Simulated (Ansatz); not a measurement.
Cartesian coordinates in Å:
```
O 1.3690 1.2010 0.5491
Ta -0.0008 0.0007 0.0001
O -1.0157 -1.4975 -0.5862
O -1.0170 0.2453 1.5818
O -0.6011 1.1135 -1.4126
Cl 1.8317 -1.5385 -0.1912
H 2.3116 1.1371 0.6975
H -0.8154 -2.3935 -0.8541
H -1.8107 -0.2672 1.7535
H -0.2516 1.9991 -1.5379
```

Total charge 0; spin multiplicity 1. Ta takes the def2 core potential.

(1) List the r2SCAN/def2-TZVPP orbital energies in eV (Ansatz). (Best estimate.)

Results:

(1) The calculation gave: Occupied: -2752.43, -516.33, -516.33, -515.99, -515.99, -253.82, -192.32, -192.26, -192.22, -74.44, -40.79, -40.74, -40.62, -26.31, -26.09, -26.01, -25.49, -20.16, -14.02, -13.32, -13.16, -12.14, -10.14, -9.86, -9.82, -9.15, -9.12, -8.66, -8.43, -8.23, -8.05, -7.63, -7.11. Lowest empty: -1.91, -1.61, -1.08, -0.76, -0.12, 0.93, 1.31, 1.90.
